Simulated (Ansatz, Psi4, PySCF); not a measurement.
C2H4Cl2O2Si (SMILES CC(=O)O[SiH](Cl)Cl), singlet, at a GFN2-xTB geometry, atoms displaced at random by about 0.08 Å a coordinate. Base run: B3LYP/STO-3G, gradient run with PySCF.

PySCF was given this input:
```python
from pyscf import gto, scf, dft

mol = gto.M(
    atom='''
Si    0.82164474    0.16344402   -0.35799525
Cl    1.46307649   -0.38086055    1.42885327
Cl    1.30642970    1.72374780   -0.92266552
O    -0.91466044    0.22956453   -0.26729451
C    -1.86157440   -1.00140024    0.06502543
C    -3.22565379   -0.34795219    0.03107268
O    -1.33041830   -2.13745548   -0.00536108
H     1.09009835   -0.96967510   -1.32559429
H    -3.78961591   -1.19152665    0.21074852
H    -3.16641355    0.22289779    0.99429372
H    -3.48756434    0.18485588   -0.64784813
''',
    basis='sto-3g',
    verbose=3,
)

mf = dft.RKS(mol)
mf.xc = 'b3lyp'
mf.kernel()
g = mf.nuc_grad_method()
grad = g.kernel()
```

Programs used: Ansatz (a first-principles code), Psi4, PySCF; a row that names a program was run with it.

The coordinate followed is y of atom 6.

Each row names what was changed in the base input (with any setting that the change needs).

| change | dE/dx (Eh/bohr) | net force (Eh/bohr) |
|---|---|---|
| base | 0.132761 | 0.000108 |
| density fitting = on; auxbasis_response = off | 0.132839 | 0.001572 |
| code = ansatz | 0.132764 | 0.000000 |
| conv_tol = 1e-11 | 0.132761 | 0.000108 |
| finite difference step (bohr) = 0.01; conv_tol = 1e-11 | 0.132741 | - |
| grids.level = 1; grid_response = off | 0.132780 | 0.000894 |
| conv_tol = 1e-4 | 0.132951 | 0.000108 |
| grids.level = 0; grid_response = off | 0.132562 | 0.005581 |
| code = psi4 | 0.132755 | 0.000378 |
| grid_response = on | 0.132756 | 0.000000 |
| grids.level = 5; grid_response = on | 0.132763 | 0.000000 |
| grids.level = 0; grid_response = on | 0.134245 | 0.000000 |

The net force is zero for an exact gradient.
